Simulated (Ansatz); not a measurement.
Question: Name a neutral molecule of B, C, Cl, Sn and H with HOMO energy (PBE0/def2-TZVPP) between -8.75 and -8.45 eV and HOMO–LUMO gap (B3LYP/def2-TZVPP) between 5.95 and 6.25 eV (Ansatz, PBE0-D4/def2-TZVP geometry).

Answer: `B[CH2][SnH]([Cl])[Cl]` (-8.67 eV, 6.24 eV). Other molecules can fit too; these were computed, each in one conformer that needn't be the lowest.

B3LYP here is the variant with VWN-RPA as its local correlation; programs differ in this.
